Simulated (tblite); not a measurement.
Record of a relaxation.

Compound: C6H10ClGeN.
Numbering: `[CH3:1][C@@:2]1([C:3]#[N:4])[GeH2:5][CH2:6][CH2:7][C@@H:8]1[Cl:9]` (hydrogens: H10, H11, H12 on C1; H13, H14 on Ge5; H15, H16 on C6; H17, H18 on C7; H19 on C8)

Computed with GFN2-xTB (tblite), gas phase: L-BFGS steps from a force-field or distance-geometry start until the largest atomic force falls under 0.01 eV/Å. 5 of its 95 geometries are shown.

Step 0: E = -742.2251 eV, largest atomic force 2.946 eV/Å
```
atom  x, y, z in Å  |  force x, y, z in eV/Å
C1     -1.948    0.407    0.669   -1.996   0.666   0.146
C2     -0.840   -0.191   -0.123   -0.185  -0.171  -1.250
C3     -1.308   -1.010   -1.236   -1.134  -0.768  -1.257
N4     -1.703   -1.633   -2.136    0.719   1.392   1.723
Ge5     0.247    1.238   -0.904    0.204   1.175  -1.741
C6      1.921    0.360   -0.442   -0.062   0.271  -0.867
C7      1.443   -0.266    0.845    2.813  -0.141   0.864
C8      0.160   -0.963    0.653   -0.712  -1.275   2.267
Cl9     0.476   -2.515   -0.147    0.353  -0.627  -0.102
H10    -2.690   -0.349    1.013    0.498   0.450  -0.024
H11    -2.482    1.100   -0.029    0.038  -0.447   0.551
H12    -1.635    1.042    1.520    0.138  -0.575  -0.367
H13     0.053    2.573   -0.178   -0.100  -0.226  -0.219
H14    -0.005    1.306   -2.430   -0.015   0.304   0.498
H15     2.127   -0.413   -1.219    0.225   0.549   0.619
H16     2.752    1.060   -0.300   -0.003  -0.553  -0.101
H17     1.451    0.519    1.635   -0.433  -0.514  -0.298
H18     2.213   -1.024    1.128   -0.449   0.419   0.315
H19    -0.240   -1.231    1.676    0.102   0.067  -0.758
```

Step 24: E = -742.8183 eV, largest atomic force 0.114 eV/Å
```
atom  x, y, z in Å  |  force x, y, z in eV/Å
C1     -1.964    0.376    0.682    0.026  -0.005  -0.023
C2     -0.825   -0.180   -0.178   -0.038  -0.039   0.027
C3     -1.410   -0.951   -1.240   -0.027  -0.024  -0.058
N4     -1.904   -1.490   -2.121    0.024   0.024   0.060
Ge5     0.304    1.260   -1.053    0.006  -0.079  -0.026
C6      1.954    0.356   -0.441    0.014  -0.027   0.098
C7      1.486   -0.259    0.878   -0.061  -0.016   0.006
C8      0.165   -0.999    0.673    0.000  -0.027  -0.061
Cl9     0.515   -2.577   -0.124    0.038   0.039  -0.012
H10    -2.574   -0.436    1.081    0.040   0.074   0.033
H11    -2.601    1.016    0.070    0.016   0.021   0.098
H12    -1.547    0.956    1.507   -0.104   0.018  -0.044
H13     0.032    2.563   -0.335    0.022  -0.008  -0.027
H14     0.054    1.456   -2.524    0.017  -0.031   0.050
H15     2.242   -0.430   -1.142   -0.012   0.061   0.023
H16     2.807    1.010   -0.284    0.021  -0.011  -0.022
H17     1.315    0.538    1.610    0.001  -0.011  -0.011
H18     2.224   -0.949    1.293   -0.003   0.069  -0.036
H19    -0.282   -1.252    1.640    0.018  -0.030  -0.077
```

Step 47: E = -742.8912 eV, largest atomic force 0.187 eV/Å
```
atom  x, y, z in Å  |  force x, y, z in eV/Å
C1     -1.849    0.439    0.769   -0.046   0.006   0.054
C2     -0.851   -0.197   -0.198   -0.007   0.033  -0.020
C3     -1.585   -0.932   -1.190    0.003  -0.005  -0.033
N4     -2.171   -1.460   -2.020   -0.022   0.027   0.075
Ge5     0.339    1.149   -1.145    0.014   0.043   0.047
C6      1.971    0.395   -0.301   -0.093   0.012  -0.018
C7      1.378   -0.251    0.953   -0.044   0.003  -0.034
C8      0.170   -1.083    0.530    0.008  -0.004  -0.052
Cl9     0.713   -2.345   -0.626    0.066  -0.078   0.045
H10    -2.356   -0.332    1.347   -0.047  -0.022   0.040
H11    -2.602    1.001    0.218    0.029   0.018  -0.029
H12    -1.353    1.118    1.460    0.066   0.014   0.002
H13     0.025    2.540   -0.638   -0.043  -0.053  -0.009
H14     0.189    1.161   -2.636    0.043  -0.046  -0.055
H15     2.388   -0.375   -0.950    0.129   0.109   0.081
H16     2.742    1.132   -0.078   -0.074  -0.119   0.056
H17     1.021    0.534    1.628    0.016  -0.059   0.039
H18     2.100   -0.863    1.501   -0.020   0.019  -0.156
H19    -0.279   -1.623    1.371    0.023   0.100  -0.034
```

Step 70: E = -743.0228 eV, largest atomic force 0.076 eV/Å
```
atom  x, y, z in Å  |  force x, y, z in eV/Å
C1     -1.644    0.569    0.818   -0.007   0.014   0.002
C2     -0.884   -0.227   -0.245    0.004   0.027   0.010
C3     -1.825   -0.934   -1.059    0.026  -0.002  -0.035
N4     -2.588   -1.472   -1.722   -0.014  -0.009   0.004
Ge5     0.344    0.984   -1.298   -0.004  -0.043  -0.003
C6      1.860    0.588   -0.068   -0.047   0.009   0.018
C7      1.291   -0.384    0.973    0.016  -0.012  -0.011
C8      0.151   -1.180    0.350    0.001   0.043   0.037
Cl9     0.820   -2.095   -1.028   -0.003  -0.018  -0.029
H10    -2.100   -0.092    1.555   -0.016   0.001  -0.017
H11    -2.427    1.155    0.337   -0.029  -0.031   0.022
H12    -0.977    1.260    1.331    0.011   0.004   0.018
H13    -0.187    2.394   -1.208    0.017   0.031  -0.024
H14     0.546    0.645   -2.747   -0.023  -0.025   0.021
H15     2.675    0.124   -0.620    0.005  -0.002   0.020
H16     2.251    1.483    0.408    0.051   0.018   0.027
H17     0.903    0.162    1.838    0.007  -0.049  -0.058
H18     2.060   -1.070    1.332    0.009   0.022  -0.003
H19    -0.280   -1.903    1.047   -0.003   0.021   0.000
```

Step 94: E = -743.0275 eV, largest atomic force 0.010 eV/Å
```
atom  x, y, z in Å  |  force x, y, z in eV/Å
C1     -1.659    0.563    0.829    0.001  -0.002  -0.002
C2     -0.885   -0.210   -0.242   -0.002  -0.002   0.000
C3     -1.817   -0.919   -1.065    0.003   0.008   0.000
N4     -2.579   -1.461   -1.726   -0.003   0.000  -0.008
Ge5     0.352    0.986   -1.300   -0.003   0.001   0.000
C6      1.865    0.597   -0.064   -0.004   0.000  -0.002
C7      1.297   -0.384    0.968    0.001   0.001   0.000
C8      0.150   -1.168    0.347   -0.002  -0.001   0.003
Cl9     0.806   -2.089   -1.035   -0.003  -0.002   0.000
H10    -2.102   -0.117    1.557    0.005   0.003  -0.002
H11    -2.459    1.133    0.359    0.003   0.000   0.001
H12    -1.005    1.260    1.351   -0.001  -0.002   0.002
H13    -0.147    2.412   -1.260   -0.002   0.002   0.000
H14     0.536    0.592   -2.735   -0.001  -0.004  -0.002
H15     2.685    0.136   -0.612    0.001   0.003   0.001
H16     2.258    1.489    0.419    0.001  -0.003   0.003
H17     0.912    0.152    1.837    0.000   0.002   0.001
H18     2.066   -1.074    1.318    0.005   0.002   0.001
H19    -0.286   -1.887    1.046    0.003  -0.007   0.006
```

Question: Summarise the path.

Answer: The energy falls by 77.42 kJ/mol from step 0 to step 94; nine tenths of that is first reached at step 55. It falls at every step. The largest force goes from 2.946 to 0.010 eV/Å. Among the bonds C2–Ge5 changes most, from 1.958 to 2.020 Å; the atoms move by 0.720 Å rms after alignment.

Question: Follow the three bonds and two angles with the largest change from start to end.

Answer: 
| step | E above end (kJ/mol) | largest force (eV/Å) | C2–Ge5 (Å) | C7–C8 (Å) | Ge5–H14 (Å) | Ge5–C6–C7 (°) | C8–C7–H17 (°) |
| --- | --- | --- | --- | --- | --- | --- | --- |
| 0 | 77.42 | 2.946 | 1.958 | 1.473 | 1.548 | 96.7 | 115.6 |
| 4 | 35.89 | 0.430 | 2.007 | 1.525 | 1.484 | 100.9 | 110.7 |
| 8 | 26.47 | 0.367 | 2.018 | 1.532 | 1.502 | 102.6 | 108.5 |
| 12 | 23.65 | 0.185 | 2.026 | 1.530 | 1.504 | 101.5 | 108.3 |
| 16 | 22.11 | 0.149 | 2.025 | 1.530 | 1.499 | 101.8 | 108.1 |
| 20 | 21.19 | 0.129 | 2.029 | 1.527 | 1.503 | 101.3 | 108.5 |
| 25 | 19.96 | 0.126 | 2.026 | 1.527 | 1.505 | 101.3 | 107.9 |
| 29 | 19.31 | 0.137 | 2.028 | 1.526 | 1.498 | 100.9 | 108.1 |
| 33 | 18.56 | 0.165 | 2.026 | 1.529 | 1.501 | 100.7 | 107.8 |
| 37 | 16.80 | 0.175 | 2.042 | 1.525 | 1.504 | 100.3 | 107.8 |
| 41 | 15.36 | 0.167 | 2.043 | 1.521 | 1.502 | 100.8 | 108.5 |
| 45 | 14.16 | 0.209 | 2.022 | 1.525 | 1.502 | 100.9 | 107.9 |
| 49 | 12.13 | 0.207 | 2.038 | 1.527 | 1.499 | 101.3 | 107.9 |
| 53 | 8.73 | 0.226 | 2.014 | 1.521 | 1.501 | 101.7 | 107.7 |
| 57 | 6.00 | 0.225 | 2.016 | 1.522 | 1.497 | 102.1 | 106.8 |
| 61 | 3.57 | 0.294 | 2.020 | 1.521 | 1.511 | 103.7 | 108.0 |
| 65 | 1.14 | 0.137 | 2.016 | 1.522 | 1.499 | 104.8 | 108.3 |
| 69 | 0.55 | 0.090 | 2.019 | 1.523 | 1.500 | 105.2 | 108.8 |
| 74 | 0.25 | 0.044 | 2.019 | 1.522 | 1.499 | 105.3 | 107.9 |
| 78 | 0.15 | 0.046 | 2.020 | 1.522 | 1.499 | 105.3 | 108.1 |
| 82 | 0.05 | 0.030 | 2.019 | 1.522 | 1.499 | 105.2 | 108.0 |
| 86 | 0.02 | 0.017 | 2.020 | 1.522 | 1.499 | 105.2 | 108.2 |
| 90 | 0.01 | 0.011 | 2.020 | 1.522 | 1.500 | 105.2 | 108.1 |
| 94 | 0.00 | 0.010 | 2.020 | 1.522 | 1.499 | 105.1 | 108.1 |

What follows is the cost of the whole relaxation. Hardware: one thread, Arm Neoverse N1 (aarch64), shared host with 64 logical CPUs at a one-minute load of 60. Cost: 1.6 s of wall time.
